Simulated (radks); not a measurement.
Results of a calculation; reference values are marked as such.
Question: The iridium ion Ir7+ is in [Xe] 4f14 5d(3/2: 2, 5/2: 0). Level of theory: Dirac Kohn-Sham, BLYP, spin-unpolarised, spherical densities, finite nucleus; Fermi nuclear charge, rms radius of each element as measured or else 0.836 A^(1/3) + 0.57 fm (a radial shooting solver on a logarithmic mesh with Libxc functionals). Sub-shells are occupied by j as written (lower j first in brackets). One electron is removed from 4f7/2, 5p1/2, 5d3/2, 5p3/2 in turn, with full relaxation. Which removal costs least, and what does each cost?

Answer: 5d3/2 105.49 eV; 5p3/2 155.75 eV; 5p1/2 171.31 eV; 4f7/2 176.48 eV. The 5d3/2 electron leaves first.
